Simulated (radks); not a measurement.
Neutral bismuth inside a hard spherical wall (all orbitals vanish at R), configuration held at [Hg] 6p3 and not refilled when levels cross. All-electron calculation, scalar-relativistic Kohn-Sham, PBE, spin-unpolarised, spherical densities, finite nucleus; Fermi nuclear charge, rms radius 5.5211 fm. Program: a radial shooting solver on a logarithmic mesh with Libxc functionals. Eigenvalues in eV, with the zero of energy where the potential of the charges vanishes at infinity; a dash marks a level that is unbound or too diffuse for the functional's potential to be trusted. A positive occupied level is held by the wall or, in an anion where self-interaction has pushed it up, behind a barrier. The pressure on the wall is -dE/dV.

| R (bohr) | E (hartree) | kinetic (hartree) | e(5p) | e(5d) | e(6s) | e(6p) | e(7s, empty) | e(6d, empty) | pressure (GPa) |
|---|---|---|---|---|---|---|---|---|---|
| free | -21524.2697 | 24395.153 | -95.869 | -27.089 | -14.461 | -4.573 | - | - | 0 |
| 15 | -21524.2697 | 24395.153 | -95.869 | -27.089 | -14.460 | -4.572 | -0.584 | 0.929 | < 0.0001 |
| 12 | -21524.2696 | 24395.154 | -95.863 | -27.083 | -14.455 | -4.567 | -0.400 | 1.300 | 0.00104 |
| 10 | -21524.2691 | 24395.159 | -95.821 | -27.042 | -14.419 | -4.534 | 0.022 | 1.830 | 0.0147 |
| 8 | -21524.2644 | 24395.194 | -95.581 | -26.805 | -14.217 | -4.334 | 1.339 | 3.012 | 0.217 |
| 7 | -21524.2534 | 24395.263 | -95.203 | -26.434 | -13.910 | -4.001 | 2.961 | 4.214 | 0.878 |
| 6 | -21524.2186 | 24395.456 | -94.378 | -25.630 | -13.253 | -3.212 | 6.273 | 6.401 | 3.86 |
| 3 | -21521.3732 | 24407.504 | -76.967 | -9.342 | 5.588 | 23.342 | 87.178 | 52.731 | 1290 |
